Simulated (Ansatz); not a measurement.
Input file for Ansatz (a quantum-chemistry and plane-wave program): U-CCSD(T)/cc-pVTZ on CHO2 (SMILES O=[C]O), 2S+1 = 2, atoms moved off the minimum.

Ansatz 0.2 input:
```yaml
crystal:
  periodic: [false, false, false]
  atoms:
    - {symbol: O, position_ang: [0.91823023, -0.69154886, -0.06282398]}
    - {symbol: C, position_ang: [0.33439219, 0.25783214, 0.14679660]}
    - {symbol: O, position_ang: [-0.98267176, 0.55178910, 0.00721462]}
    - {symbol: H, position_ang: [-1.41721030, -0.23341667, -0.40714378]}
basis:
  gaussian:
    orbitals: cc-pVTZ
magnetization: {spin_polarized: true, initial_magnetization: 1}
correlation: {method: ccsd_t, electrons: outside_noble_gas}
scf: {omitted_lower_state_checks: [cluster_reference]}
output: {forces: true}
```

Task: Give the final energy of this run.

Result: -188.8284 hartree (reference determinant -188.2031, T1 diagnostic 0.021).

Task: How many basis functions does it have, and what does it roughly cost on one machine?

Result: 104 functions; around 120 core-seconds (rough).
